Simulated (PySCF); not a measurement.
C₃H₆GeO, SMILES O=C1[CH2][GeH2][CH2]1.

Coordinates come from a B3LYP-D3(BJ)/def2-SVP optimisation. The structure was generated by enumeration, and PubChem lists no compound with its InChIKey, so it may never have been made.

Vertical ionisation energy (IE) and electron affinity (EA) in eV. Rows of orbital energies are one-electron estimates. Where ΔSCF, EOM or ADC give a negative EA the extra electron is unbound and the value depends on the basis.

```tsv
level	IE	EA
−ε(HOMO), −ε(LUMO), HF/def2-TZVP (PySCF)	(withheld)	(withheld)
−ε(HOMO), −ε(LUMO), PBE/def2-TZVP (PySCF)	5.67	1.79
```

Task: Complete the blanks. (An estimate is asked for; the answer gives what the named calculation found.)

Result: 
- −ε(HOMO), −ε(LUMO), HF/def2-TZVP (PySCF), IE: 10.55
- −ε(HOMO), −ε(LUMO), HF/def2-TZVP (PySCF), EA: -3.10
